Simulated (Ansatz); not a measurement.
Two members of one family (AlCl3 adduct), computed with Ansatz in the gas phase. The two geometries come from different levels. Binding counts from free atoms in the multiplicity of their measured ground term, without zero-point energy. A dash marks a value that wasn't run or was left out as unsound. The structures are stationary points that may keep the symmetry of their start. Remarks come from the PBE and PBE0 runs and from stability tests at other levels; not every state was tested. HOMO above LUMO (over both spins in singlets and doublets, within one spin in higher multiplets; at PBE or PBE0), or a gap under 0.15 eV within one spin, warns that the state may not be the lowest or that an electron is smeared out.

First: Al(H2S)Cl3 (singlet, charge 0, PBE0-D4/def2-SVP geometry).

```xyz
7

Al   -0.5057    0.1711   -0.8554
S     0.2246    0.0604    1.5228
H     0.5707   -1.2479    1.5289
H     1.4980    0.4719    1.3238
Cl   -2.3115   -0.8960   -0.6763
Cl    1.1075   -0.8238   -1.7851
Cl   -0.5836    2.2644   -1.0586
```

| level | HOMO (eV) | LUMO (eV) | gap (eV) | vertical IE (eV) | binding per atom (eV) |
| --- | --- | --- | --- | --- | --- |
| LDA (SPW92)/def2-TZVP | -7.48 | -2.23 | 5.25 | – | 3.55 |
| PBE-D4/def2-SVP | -7.07 | -1.74 | 5.33 | – | 3.18 |
| PBE-D4/def2-TZVP | -7.33 | -2.12 | 5.21 | 10.10 | 3.17 |
| r2SCAN-D4/def2-TZVP | -7.71 | -1.88 | 5.82 | 10.39 | 3.20 |
| r2SCANh-D4/def2-TZVP | -8.22 | -1.51 | 6.70 | – | 3.18 |

Remarks: gap within one spin near zero at PBE or PBE0 (+1 doublet).

Second: Al(H2O)Cl3 (singlet, charge 0, PBE-D4/def2-SVP geometry).

```xyz
7

Al    0.4075    0.6431   -0.2607
O    -0.9412   -0.7112    0.2645
H    -0.7835   -0.9033    1.2159
H    -0.7207   -1.5320   -0.2298
Cl   -0.6522    2.2965   -1.0323
Cl    1.4281   -0.6218   -1.6456
Cl    1.2620    0.8287    1.6880
```

Task: What does the change do? Estimate second minus first.

Result: 
```json
{"level": "LDA (SPW92)/def2-TZVP", "Δ HOMO (eV)": "-0.06", "Δ LUMO (eV)": "0.30", "Δ gap (eV)": "0.35", "Δ vertical IE (eV)": "–", "Δ binding per atom (eV)": "0.42"}
{"level": "PBE-D4/def2-SVP", "Δ HOMO (eV)": "-0.08", "Δ LUMO (eV)": "0.37", "Δ gap (eV)": "0.45", "Δ vertical IE (eV)": "–", "Δ binding per atom (eV)": "0.38"}
{"level": "PBE-D4/def2-TZVP", "Δ HOMO (eV)": "-0.06", "Δ LUMO (eV)": "0.38", "Δ gap (eV)": "0.44", "Δ vertical IE (eV)": "0.12", "Δ binding per atom (eV)": "0.36"}
{"level": "r2SCAN-D4/def2-TZVP", "Δ HOMO (eV)": "-0.05", "Δ LUMO (eV)": "0.76", "Δ gap (eV)": "0.81", "Δ vertical IE (eV)": "0.11", "Δ binding per atom (eV)": "0.34"}
{"level": "r2SCANh-D4/def2-TZVP", "Δ HOMO (eV)": "-0.05", "Δ LUMO (eV)": "0.67", "Δ gap (eV)": "0.72", "Δ vertical IE (eV)": "–", "Δ binding per atom (eV)": "0.33"}
```
